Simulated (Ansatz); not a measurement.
Geometry optimisation, Ansatz, RKS r2SCAN/STO-3G.

The input (input.yaml):

```yaml
crystal:
  periodic: [false, false, false]
  atoms:
    - { symbol: Al, position_ang: [-0.257079, -1.602281, 0.278134] }
    - { symbol: S, position_ang: [0.285966, 1.130467, 2.476332] }
    - { symbol: F, position_ang: [1.266494, -1.997303, -0.145023] }
    - { symbol: F, position_ang: [-1.133152, -2.520807, 1.298556] }
    - { symbol: H, position_ang: [-0.513328, 1.192204, 1.373707] }
    - { symbol: O, position_ang: [-1.031109, -0.114872, -0.398317] }
    - { symbol: C, position_ang: [-0.161663, 0.435201, -1.435844] }
    - { symbol: H, position_ang: [1.333489, 1.639493, 1.772798] }
    - { symbol: H, position_ang: [-0.544017, 1.43909, -1.71663] }
    - { symbol: H, position_ang: [-0.148943, -0.172786, -2.371749] }
    - { symbol: H, position_ang: [0.903342, 0.571596, -1.132064] }
basis:
  gaussian: { orbitals: STO-3G }
hamiltonian:
  xc: r2scan
relax:
  f_tol: 0.03
  max_steps: 50
```

Launched with:

```bash
$ ansatz run input.yaml --threads 1 --pin off --max-ram 2048MiB --backend cpu --events-out ev --progress --plain --runs-dir out
```

Task: Where does it end, and by what steps?

Result: The forces met the threshold. Limits of this set-up: minimal basis. After 15 steps the energy has fallen by 1.538 eV; H5 moved furthest, 0.82 Å. Parted: S2–H5. Joined: Al1–S2, H5–O6.

| step | energy less start (eV) | largest force component (eV/Å) | accepted |
| --- | --- | --- | --- |
| 0 | 0.0000 | 1.749 | yes |
| 1 | -0.2305 | 0.688 | yes |
| 2 | -0.4631 | 0.520 | yes |
| 3 | -0.7933 | 1.019 | yes |
| 4 | -0.9718 | 2.420 | yes |
| 5 | -1.3418 | 1.520 | yes |
| 6 | -1.2746 | 3.181 | no |
| 7 | -1.4843 | 0.567 | yes |
| 8 | -1.5245 | 0.460 | yes |
| 9 | -1.5319 | 0.355 | yes |
| 10 | -1.5292 | 0.440 | no |
| 11 | -1.5366 | 0.100 | yes |
| 12 | -1.5376 | 0.047 | yes |
| 13 | -1.5380 | 0.048 | yes |
| 14 | -1.5383 | 0.030 | yes |
| 15 | -1.5384 | 0.016 | yes |

```xyz
11
Properties=species:S:1:pos:R:3
Al -0.036 -1.167 0.865
S 0.164 0.623 2.192
F 1.335 -1.588 0.080
F -1.115 -2.304 1.318
H -0.633 0.835 0.651
O -0.915 0.129 -0.204
C -0.182 0.550 -1.406
H 1.378 0.961 1.686
H -0.609 1.495 -1.793
H -0.289 -0.232 -2.180
H 0.902 0.699 -1.209
```

Whether the end is a true minimum wasn't checked by a vibrational analysis.

Time of the run: 90 s on 1 thread of Arm Neoverse V2 (shared host), peak memory 0.2 GiB.
